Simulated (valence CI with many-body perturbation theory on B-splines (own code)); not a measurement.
# Pr38+: calculated level list

Calculated by relativistic CI+MBPT: three valence electrons over a frozen Dirac-Fock core [Ar], a basis of 9 s, 9 p, 10 d, 8 f, 5 g, 3 h, 1 i functions for each j, with the one-electron correlation potential Σ1, the two-electron term Σ2, the three-electron term Σ3, Breit, model QED; selected CI, second order for the rest (own B-spline code, finite nucleus).

The last digits are not significant, and no measured levels were compared; by estimate large intervals hold to a few tenths of a per cent, small ones and those within an open d or f shell to about a per cent. Only levels of the ground parity were solved; by the run's estimate the other parity begins above the list, which can be wrong where configurations are misplaced.

Levels 1 to 19 of 19, with energies above the lowest level, (3d3/2^3) J=3/2. "Leading %" is the weight of the configuration and term that name the level; weights of strongly mixed levels are sums over their largest components and can fall short. In the jj column 3d3/2^4 stands for four electrons in 3d with j = 3/2. Lifetimes count E1, E2, E3, M1 and M2 decay at the calculated energies, and are blank where another channel may lead or the interval is too uncertain; long ones can be off by a factor of two.

| No. | Configuration | Term | J | E (cm⁻¹) | Leading % | Second component | Lifetime | Leading jj |
| --- | --- | --- | --- | --- | --- | --- | --- | --- |
| 1 | 3d3 | 4F | 3/2 | 0 | 57 | 32 % 3d3 2D |  | 3d3/2^3 (94 %) |
| 2 | 3d3 | 4F | 5/2 | 152180 | 87 | 12 % 3d3 2D | 10.1 μs | 3d3/2^2 3d5/2 (97 %) |
| 3 | 3d3 | 4P | 3/2 | 196770 | 40 | 31 % 3d3 2P | 11.0 μs | 3d3/2^2 3d5/2 (95 %) |
| 4 | 3d3 | 4F | 7/2 | 206470 | 49 | 41 % 3d3 2G | 324 μs | 3d3/2^2 3d5/2 (88 %) |
| 5 | 3d3 | 2G | 9/2 | 216320 | 43 | 37 % 3d3 2H | 111 ms | 3d3/2^2 3d5/2 (96 %) |
| 6 | 3d3 | 4P | 1/2 | 225240 | 62 | 38 % 3d3 2P | 30.1 μs | 3d3/2^2 3d5/2 (99 %) |
| 7 | 3d3 | 4P | 5/2 | 336690 | 62 | 24 % 3d3 2D | 29.1 μs | 3d3/2^2 3d5/2 (75 %) |
| 8 | 3d3 | 4F | 7/2 | 363590 | 50 | 47 % 3d3 2G | 4.64 μs | 3d3/2 3d5/2^2 (93 %) |
| 9 | 3d3 | 4F | 9/2 | 384470 | 53 | 45 % 3d3 2H | 8.06 μs | 3d3/2 3d5/2^2 (91 %) |
| 10 | 3d3 | 4P | 3/2 | 415900 | 42 | 41 % 3d3 2D | 3.28 μs | 3d3/2 3d5/2^2 (98 %) |
| 11 | 3d3 | 2P | 1/2 | 432140 | 62 | 38 % 3d3 4P | 5.58 μs | 3d3/2 3d5/2^2 (99 %) |
| 12 | 3d3 | 2H | 11/2 | 445480 | 100 |  | 18.0 μs | 3d3/2 3d5/2^2 (100 %) |
| 13 | 3d3 | 2D | 5/2 | 460770 | 68 | 14 % 3d3 2F | 7.84 μs | 3d3/2 3d5/2^2 (74 %) |
| 14 | 3d3 | 2F | 5/2 | 487370 | 49 | 30 % 3d3 2D | 9.87 μs | 3d3/2 3d5/2^2 (93 %) |
| 15 | 3d3 | 2F | 7/2 | 504340 | 86 | 12 % 3d3 2G | 12.3 μs | 3d3/2 3d5/2^2 (96 %) |
| 16 | 3d3 | 2D | 3/2 | 587000 | 47 | 42 % 3d3 2P | 4.41 μs | 3d3/2 3d5/2^2 (62 %) |
| 17 | 3d3 | 2G | 9/2 | 589740 | 55 | 27 % 3d3 4F | 3.53 μs | 3d5/2^3 (95 %) |
| 18 | 3d3 | 2D | 3/2 | 695850 | 77 | 16 % 3d3 2P | 3.44 μs | 3d5/2^3 (63 %) |
| 19 | 3d3 | 2D | 5/2 | 743930 | 66 | 23 % 3d3 2F | 2.19 μs | 3d5/2^3 (89 %) |

The ionisation energy to 3d2 3F_2 of the next ion comes out as 2729.8 eV (NIST: 2729 ± 4 eV (theoretical)). All 19 levels together are meant to be complete up to 773680 cm⁻¹.
